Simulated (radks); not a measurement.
The numbers below are computed, except where a source is named.
Question: The selenium ion Se+, 33 electrons, occupied as [Ar] 3d10 4s2 4p3. Code: a radial shooting solver on a logarithmic mesh with Libxc functionals. Model: Dirac Kohn-Sham, PBEsol, spin-unpolarised, spherical densities, finite nucleus; open shells fill j = l - 1/2 first; Fermi nuclear charge, rms radius 4.14 fm. Some entries of the table are withheld. Estimate them.

| orbital | occ. | eigenvalue (hartree) | <r> (bohr) |
|---|---|---|---|
| 1s1/2 | 2 | -459.4200 | 0.04410 |
| 2s1/2 | 2 | -59.37247 | 0.1958 |
| 2p1/2 | 2 | -53.31655 | 0.1686 |
| 2p3/2 | 4 | -51.78370 | 0.1724 |
| 3s1/2 | 2 | -8.20841 | 0.5743 |
| 3p1/2 | 2 | (1) | 0.5827 |
| 3p3/2 | 4 | (2) | 0.5933 |
| 3d3/2 | 4 | -2.35105 | 0.6276 |
| 3d5/2 | 6 | -2.31813 | 0.6320 |
| 4s1/2 | 2 | -0.98427 | 1.745 |
| 4p1/2 | 2 | (3) | 2.093 |
| 4p3/2 | 1 | (4) | 2.131 |

Answer: 
(1) 3p1/2 eigenvalue (hartree): -6.13810
(2) 3p3/2 eigenvalue (hartree): -5.92220
(3) 4p1/2 eigenvalue (hartree): -0.57500
(4) 4p3/2 eigenvalue (hartree): -0.55863
